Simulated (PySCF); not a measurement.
**Level sweep**

Species: CH9OPSi2.
Atom-mapped SMILES: `[CH3:1][Si@H:2]([PH2:3])[O:4][SiH3:5]` (hydrogens: H6, H7, H8 on C1; H9 on Si2; H10, H11 on P3; H12, H13, H14 on Si5)

PySCF, dipoles from the SCF density, polarisabilities from static response with core orbitals frozen. Geometry: PBE0-D3(BJ)/def2-SVP, one conformer, isolated molecule.

Q: Compare the levels for these properties.

A: 

| level | μ (D) | α (Å³) | anisotropy (Å³) |
| --- | --- | --- | --- |
| LDA/def2-SVPD | 0.934 | 15.20 | 2.77 |
| PBE/def2-SVPD | 0.918 | 14.87 | 2.70 |
| B3LYP/def2-SVPD | 0.872 | 14.38 | 2.47 |
| PBE0/def2-SVPD | 0.918 | 14.29 | 2.47 |
| BHandHLYP/def2-SVPD | 0.866 | 13.81 | 2.27 |
| CAM-B3LYP/def2-SVPD | 0.877 | 14.16 | 2.36 |
| wB97X-D/def2-SVPD | 0.931 | 14.16 | 2.40 |
| LC-wPBE/def2-SVPD | 0.945 | 13.86 | 2.29 |
| HF/def2-SVPD | 0.898 | 13.21 | 2.03 |
| PBE0/6-31G* | 1.041 | 11.56 | 2.44 |
| PBE0/6-31+G* | 0.975 | 13.08 | 2.35 |
| PBE0/def2-SVP | 0.959 | 12.16 | 2.28 |
| PBE0/aug-cc-pVDZ | 0.938 | 14.64 | 2.50 |
| PBE0/def2-TZVP | 0.937 | 13.66 | 2.52 |
| PBE0/def2-TZVPD | 0.928 | 14.50 | 2.46 |

The anisotropy is √(½[(α1 − α2)² + (α2 − α3)² + (α3 − α1)²]). The dipole runs from 0.87 D (BHandHLYP/def2-SVPD) to 1.04 D (PBE0/6-31G*). No reference polarisability is at hand; against PBE0 in the largest diffuse basis at hand (def2-TZVPD) the other PBE0 rows deviate by 6-31G* -20%, 6-31+G* -10%, def2-SVP -16%, def2-SVPD -1%, aug-cc-pVDZ +1%, def2-TZVP -6%. In one basis (def2-SVPD) the functionals order the polarisability from HF (lowest) to LDA (highest), a spread of 15%. With PBE0 the polarisability is 12.46 Å³ without diffuse functions (mean of 6-31G*, def2-SVP and def2-TZVP) and 14.13 Å³ with them (mean of 6-31+G*, def2-SVPD, aug-cc-pVDZ and def2-TZVPD).
